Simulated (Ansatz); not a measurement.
The cluster Ga6S10⁻, relaxed as a doublet with UKS PBE-D4/def2-SVP in Ansatz, starting from the GFN2-xTB geometry. Force threshold 0.03 eV/Å.

Another isomer (doublet) lies 2.25 eV lower at PBE0-D4/def2-TZVP; other spin states weren't run for this one.

Start:

```xyz
16

Ga   -0.2412    1.6065    0.2961
Ga   -1.0510   -1.8752   -2.1304
Ga   -0.7784   -0.5174    2.3176
Ga    1.7708    0.5971   -1.9660
Ga    2.8176   -1.2628    0.9044
Ga   -0.9867    2.3407   -3.2594
S     0.4311   -1.8959    3.7574
S    -3.1011   -0.2894   -0.2195
S     0.1915    0.0285   -3.5153
S     0.2688   -0.8194    0.0781
S    -0.2360    1.7486    2.5414
S    -2.4587    1.6564   -0.6203
S    -3.0865   -0.6916    1.7956
S     1.1105    2.7009   -1.1803
S     3.6443   -0.3849   -1.3804
S     1.7051   -2.9421    2.5809
```

(1) Estimate the energy that the relaxation releases and the steps that it takes.

(2) Does the start keep its bonding and symmetry?

(3) Predict the relaxed structure.

## Answers

(1) 0.66 eV, in 11 steps; 53 s on 2 threads of AMD EPYC 7R13 on a shared host and a share (18 GiB) of an NVIDIA H100 80GB HBM3. No frequencies were taken in this run, so the end may be a saddle point.

(2) Bonds formed: Ga4–S10, Ga6–S12 (atoms count from 1).

(3) 
```tsv
atom	x (Å)	y (Å)	z (Å)
Ga1	-0.320	1.718	0.305
Ga2	-1.050	-1.845	-1.764
Ga3	-0.729	-0.452	2.273
Ga4	1.615	0.379	-1.773
Ga5	2.644	-0.926	0.945
Ga6	-0.822	2.343	-2.898
S7	0.662	-1.796	3.528
S8	-2.908	-0.362	-0.412
S9	0.000	-0.047	-3.310
S10	0.268	-0.623	0.133
S11	-0.526	1.832	2.535
S12	-2.387	1.769	-0.830
S13	-2.951	-0.916	1.607
S14	1.271	2.587	-1.118
S15	3.444	-0.801	-1.317
S16	1.788	-2.860	2.097
```
Bond lengths (bridged metal pairs left out): 19 × Ga–S 2.22 to 2.66 Å; 3 × S–S 2.09 to 2.23 Å.
